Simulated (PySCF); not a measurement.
# Telling isomers of C$_{7}$H$_{9}$N apart by NMR

- PBE0/pcSseg-1 with gauge-including orbitals
- structure optimised with GFN2-xTB
- program: PySCF 2.14.0 with density-fitted response routines
- one averaged value for each set of equivalent atoms, non-relativistic, gas phase, a single conformation

Referencing at the same level of theory: TMS for ¹H (σref 31.72), ¹³C (σref 186.93). Where no couplings were computed, multiplicities follow the n + 1 count of equivalent neighbours, and m marks all less simple cases (inequivalent or close neighbours, rings, F or P nearby). Shifts are as computed. Against solution values, carbons near 30 ppm lie about +3 ppm off and those near 130 ppm about +5 ppm. Of 1211 compounds with measured shifts, 218 miss one by over three times the rms of a fit or turn the order of signals round; such compounds aren't used in these exercises.

(1) Tabulate the signals of `C=C(C)n1cccc1`, `CCc1ccccn1` and their relative energies.

(2) What is the quickest way to tell C=C(C)n1cccc1 from CCc1ccccn1?

Answers

(1) 
| SMILES | carbon types | δC | δH | E rel. (kcal/mol) |
| --- | --- | --- | --- | --- |
| C=C(C)n1cccc1 | 1×C 4×CH 1×CH2 1×CH3 | 145.8, 120.1, 116.8, 97.9, 23.2 | 7.02 (m, 2H), 6.45 (m, 2H), 5.15 (br s, 1H), 4.68 (br s, 1H), 2.25 (s, 3H) | 21.0 |
| CCc1ccccn1 | 1×C 4×CH 1×CH2 1×CH3 | 171.1, 155.5, 142.2, 126.7, 125.4, 37.9, 20.3 | 8.87 (d, 1H), 7.89 (m, 1H), 7.37 (d, 1H), 7.22 (m, 1H), 2.89 (q, 2H), 1.28 (t, 3H) | 0.0 |

Energies are electronic energies at PBE0/pcSseg-1 on these geometries, without zero-point or thermal terms, each for the one conformer computed, which needn't be the lowest.

(2) Count the carbon signals: 5 against 7. The first has a terminal =CH2 carbon at 97.9 ppm, the second an sp3 CH2 on an aromatic ring at 37.9 ppm. Their most deshielded carbons lie at 145.8 and 171.1 ppm. In the proton spectra the most deshielded non-exchanging signals are 7.02 (m, 2H) and 8.87 (d, 1H).
